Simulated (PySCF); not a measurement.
C3H8Si2, SMILES C#C[Si@@H](C)[SiH3]. Heavy atoms are numbered as in [CH:1]#[C:2][Si@@H:3]([CH3:4])[SiH3:5]. Hydrogens are named by the atom that carries them.

Geometry optimised at PBE0-D3(BJ)/def2-SVP. The structure was generated by enumeration; whether it is a known compound was not checked.

Calculation: PBE/pcSseg-1 run with PySCF.

GIAO shieldings, no solvent; atoms alike by connectivity are averaged. δ = σ(ref) − σ: ¹³C against TMS (σ = 182.0 ppm); ²⁹Si against TMS (σ = 335.4 ppm); ¹H against TMS (σ = 31.49 ppm), references at their B3LYP-D3(BJ)/def2-TZVP geometries, non-relativistic.

| nucleus | atoms | count | δ (ppm) |
|---|---|---|---|
| ¹³C | C1 (CH) | 1 | 105.0 |
| ¹³C | C2 | 1 | 87.3 |
| ¹³C | C4 (CH3) | 1 | -2.0 |
| ²⁹Si | Si3 (SiH) | 1 | -67.2 |
| ²⁹Si | Si5 (SiH3) | 1 | -106.7 |
| ¹H | H on Si3 | 1 | 4.90 |
| ¹H | H on Si5 | 3 | 3.84 |
| ¹H | H on C1 | 1 | 2.63 |
| ¹H | H on C4 | 3 | 0.71 |
